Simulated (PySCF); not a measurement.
# Correlation energy of I⁺ (iodine, charge +1)

[Kr] 4d10 5s2 5p4, high-spin 3P determinant. Computed with PySCF 2.14 in def2-SVP with the def2 core potential (28 electrons), with a scalar-relativistic core potential. Frozen: 4s2 4p6 4d10; 6 electrons correlated.

MP2 pair energies summed by pair of shells (mhartree):

```csv
pair,energy,share (%)
5p-5p,-29.81,48.9
5s-5p,-26.59,43.6
5s-5s,-4.55,7.5
```

Total MP2 correlation energy: -60.96 mhartree.

Same-spin part -15.25 and opposite-spin part -45.71 mhartree; SCS-MP2 scales them by 1/3 and 6/5 to -59.93 mhartree.

```
  level  correlation energy (mhartree)
   CCSD                         -74.52
    (T)                          -0.71
CCSD(T)                         -75.23
```

Diagnostics: T1 = 0.0063, D1 = 0.0204, largest double amplitude 0.055.

Cost of the coupled-cluster step: 0.1 s of wall time on 1 thread of INTEL(R) XEON(R) PLATINUM 8581C CPU @ 2.10GHz (shared host), for 6 correlated electrons.

Iterations:

```
CC2 = 0
CCSD nocc = (np.int64(4), np.int64(2)), nmo = (17, 17)
frozen orbitals [[0, 1, 2, 3, 4, 5, 6, 7, 8], [0, 1, 2, 3, 4, 5, 6, 7, 8]]
max_cycle = 100
direct = 0
conv_tol = 1e-08
conv_tol_normt = 1e-06
diis_space = 8
diis_start_cycle = 0
Init t2, MP2 energy = -0.0609571179349257
Init E_corr(UCCSD) = -0.0609571179398479
cycle = 1  E_corr(UCCSD) = -0.0714176111831457  dE = -0.0104604932  norm(t1,t2) = 0.0356779
cycle = 2  E_corr(UCCSD) = -0.0736076375222353  dE = -0.00219002634  norm(t1,t2) = 0.0109786
cycle = 3  E_corr(UCCSD) = -0.0745321852972594  dE = -0.000924547775  norm(t1,t2) = 0.00405638
cycle = 4  E_corr(UCCSD) = -0.0745167292146081  dE = 1.54560827e-05  norm(t1,t2) = 0.000403341
cycle = 5  E_corr(UCCSD) = -0.0745199505995324  dE = -3.22138492e-06  norm(t1,t2) = 8.01827e-05
cycle = 6  E_corr(UCCSD) = -0.0745195473507538  dE = 4.03248779e-07  norm(t1,t2) = 1.52255e-05
cycle = 7  E_corr(UCCSD) = -0.0745196668555515  dE = -1.19504798e-07  norm(t1,t2) = 2.86792e-06
cycle = 8  E_corr(UCCSD) = -0.074519623144247  dE = 4.37113045e-08  norm(t1,t2) = 4.24725e-07
cycle = 9  E_corr(UCCSD) = -0.0745196292137706  dE = -6.06952362e-09  norm(t1,t2) = 6.90702e-08
UCCSD converged
E(UCCSD) = -296.3716144047546  E_corr = -0.07451962921377063
UCCSD(T) correction = -0.000708019503245733
```
